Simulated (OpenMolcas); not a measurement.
**Converging the integration grid for WH2O4 (tungstic acid)**

WH2O4: 7 atoms, total charge 0, spin state singlet. SMILES: `[O]=[W](=[O])([OH])[OH]`. Geometry: a GFN2-xTB relaxation, a rough one for these elements and not checked as a minimum. This is one conformer, not always the lowest.

```csv
atom,x (Å),y (Å),z (Å)
O,-1.2808,1.4912,-0.0166
W,-0.0902,0.3195,0.2703
O,0.6775,0.6038,1.7544
O,-0.8866,-1.3674,0.2955
O,1.1776,0.3819,-1.0983
H,-1.4793,-2.1068,0.4860
H,1.8818,0.6777,-1.6914
```

Program: OpenMolcas 26.06. Method: mPW1PW91/def2-TZVP (RICD fitting, core potential). Swept: integration grid. Watched: the HOMO–LUMO gap. Each run: energy. Hardware: 1 thread of Arm Neoverse V1, shared host.

The last row is the best point of the sweep, not the limit.

```json
{"integration grid": "Coarse", "value (eV)": "7.4511", "from the best (eV)": "-0.0068", "wall time": "26 s"}
{"integration grid": "SG1Grid", "value (eV)": "7.4585", "from the best (eV)": "+0.0006", "wall time": "28 s"}
{"integration grid": "Fine", "value (eV)": "7.4576", "from the best (eV)": "-0.0003", "wall time": "37 s"}
{"integration grid": "UltraFine", "value (eV)": "7.4579", "from the best (eV)": "0.0000", "wall time": "76 s"}
```

**Question.** For a target of 0.005 eV, where can one stop?

**Answer.** SG1Grid: it is 0.0006 eV off and takes 28 s, against 76 s for UltraFine.
